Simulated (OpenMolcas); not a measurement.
An OpenMolcas run meant for Xe⁶⁺ (ANO-RCC-VDZP, DKH3; inactive shells 1s 2s 2p 3s 3p 3d 4s 4p 4d; intended active space 2 electrons in 4 orbitals (5s 5p)). One step of its input:

```
&CASPT2
Multistate=3 1 2 3
Frozen=9 9
IPEA=1.5
Imaginary=0.1
MaxIter=60
WThr=0.0 0.3 0.05
PrWF=0.5
NoMix
```

The run finished. Its levels beside those of a sound run (SS-CASPT2, IPEA 0.25 Eh, imaginary shift 0.1 Eh (closed shells correlated: 4d)), in cm⁻¹ above each run's lowest level:

```
     Level  This run  Usual run
   5s² ¹S₀       0.0        0.0
5s 5p ³P°₀     96048      95874
5s 5p ³P°₁    100349     100097
5s 5p ³P°₂    113109     112935
5s 5p ¹P°₁    144959     142452
```

Task: Which setting is unsound, and how much does it matter here?

Result: The IPEA shift is far above its usual 0.25 hartree. Against the sound run the excited levels shown move by 780 cm-1 on average and by 2500 cm-1 at most.

Some high roots are left out of the spin-orbit mixing, which shifts the levels that they would mix with. The basis is small and was not contracted for so high a charge. Levels of configurations outside the active space are missing.

° marks odd parity.
